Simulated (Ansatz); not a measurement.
**Relative stability**

Two relaxed structures of BH3SeO, closed shell (PBE0-D4/def2-TZVP; forces vanish, vibrations not checked).

A:

B1  (-0.921, -0.060, -0.603)
Se2  (0.479, -1.052, 0.153)
O3  (1.239, 0.097, 1.318)
H4  (-1.584, -0.670, -1.387)
H5  (-1.104, 1.077, -0.306)
H6  (1.891, 0.607, 0.825)
(Å)

B:

```
6
angstrom
B -0.5717 0.0328 -0.2456
Se -0.3976 -1.6780 -0.5076
O 1.2149 0.6017 1.6346
H 1.1707 -0.3557 1.7215
H -0.7953 1.1830 -0.1661
H 2.0564 0.7714 1.2025
```

Computed with Ansatz 0.2.0 (basis: def2-TZVPP); correlated methods freeze the cores. Filled d shells of the heavier atoms are correlated. The def2 sets are not built for correlating such inner shells, so the correlated values are less sure here. B3LYP uses VWN-RPA correlation.

(1) Which structure is lower at CCSD(T), and by how much? (An estimate is asked for; the value comes from the calculation.)

The T1 diagnostic stays at or below 0.015.

Results:

(1) Computed: B, by 64.4 kJ/mol (electronic energy, against the other). By their contacts, A is BH₃SeO ([BH2][Se][OH]) and B is a complex of BHSe ([BH][Se]) + H₂O.

All methods give the same order:

| method | E(B) − E(A) (kJ/mol) |
| --- | --- |
| PBE-D4 | -43.6 |
| r2SCAN-D4 | -49.6 |
| PBE0-D4 | -45.5 |
| B3LYP-D4 | -50.2 |
| wB97M-V | -51.7 |
| HF | -61.0 |
| MP2 | -73.7 |
| CCSD | -60.9 |
| CCSD(T) | -64.4 |

Labels in which every atom is bracketed show which atoms are joined, not bond orders.

For scale, one of the runs: CCSD(T)/def2-TZVPP, 152 basis functions, launched by `ansatz run in.yaml --threads 2 --pin off --events-out ev --progress --plain --max-ram 4352MiB`. Time: 31 s of wall clock on 2 CPU threads of an Arm Neoverse V1; the host was shared. Peak host memory: 1.1 GiB.
